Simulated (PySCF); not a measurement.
Molecule: aminomethylgermylmethanamine, C₂H₁₀GeN₂, charge 0, multiplicity 1. 
Geometry from a B3LYP-D3(BJ)/def2-TZVP (Ansatz) optimisation:
SMILES: [CH2](N)[GeH2][CH2]N
```xyz
15

N      1.8127     1.3874     0.2156
C      1.5113     0.2044    -0.5961
Ge     0.0101    -0.8074     0.2080
C     -1.5192     0.4315     0.4323
N     -1.8433     1.0677    -0.8481
H      2.5949     1.9076    -0.1649
H      1.0248     2.0220     0.2567
H      1.2741     0.4150    -1.6479
H      2.3830    -0.4521    -0.5946
H      0.4300    -1.3632     1.5838
H     -0.3884    -1.9684    -0.7254
H     -2.3753    -0.1642     0.7534
H     -1.2934     1.1296     1.2500
H     -1.0703     1.6217    -1.1955
H     -2.6397     1.6885    -0.7616
```
Charge 0, spin multiplicity 1.

Dispersion corrections to the total energy (kcal/mol) from the dftd3 and dftd4 libraries through PySCF: D3(BJ) without and D4 with the three-body term, each with the damping fitted for the functional named.

```json
[
 {"functional": "r2SCAN", "D3(BJ)": "-2.18", "D4": "-1.82"},
 {"functional": "BLYP", "D3(BJ)": "…", "D4": "-15.19"},
 {"functional": "B2GP-PLYP", "D3(BJ)": "…", "D4": "-3.00"},
 {"functional": "TPSS", "D3(BJ)": "-9.36", "D4": "-9.41"},
 {"functional": "B2PLYP", "D3(BJ)": "-6.04", "D4": "-4.90"},
 {"functional": "HSE06", "D3(BJ)": "-5.02", "D4": "…"},
 {"functional": "PBE", "D3(BJ)": "-7.41", "D4": "-7.00"}
]
```

Task: Complete the blanks.

Result: 
- BLYP, D3(BJ): -15.60
- B2GP-PLYP, D3(BJ): -4.96
- HSE06, D4: -5.54
